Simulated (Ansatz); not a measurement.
ClH6NSi2 (`N[SiH]([SiH3])Cl`). The species carries charge 0 and has multiplicity 1.

Z-matrix (Å, degrees):
```
Si
Si 1 2.336
Cl 1 2.083 2 106.1
N 1 1.706 2 109.4 3 124.1
H 1 1.482 2 114.7 3 -115.5
H 2 1.488 1 110.7 3 169.6
H 2 1.486 1 110.2 3 48.5
H 2 1.489 1 108.8 3 -71.0
H 4 1.008 1 120.5 2 -47.4
H 4 1.008 1 120.3 2 166.6
```

Question: List the harmonic frequencies (cm⁻¹, unscaled) at PBE0-D4/def2-TZVP in Ansatz. (Best estimate.)

Answer: The calculation gave: 85, 121, 170, 232, 277, 409, 429, 501, 507, 540, 709, 805, 862, 883, 925, 935, 938, 1585, 2213, 2224, 2236, 2241, 3596, 3690.

Question: Is this a minimum?

Answer: Yes, all 24 modes are real.

Question: Give the ideal-gas thermochemistry at 298.15 K and 1 bar (rigid rotor, harmonic oscillator; point group C1, symmetry number 1).

Answer: Zero-point energy 162.2 kJ/mol; H(298) − E = 184.4 kJ/mol; entropy 356.5 J/(mol·K), of which translation 167.7, rotation 115.4, vibration 73.4; G(298) − E = 78.1 kJ/mol. Modes under 100 cm⁻¹ are hindered rotations or soft bends, so the harmonic entropy is rough.

Question: Rotational constants (cm⁻¹)?

Answer: 0.1306, 0.07328, 0.05152.
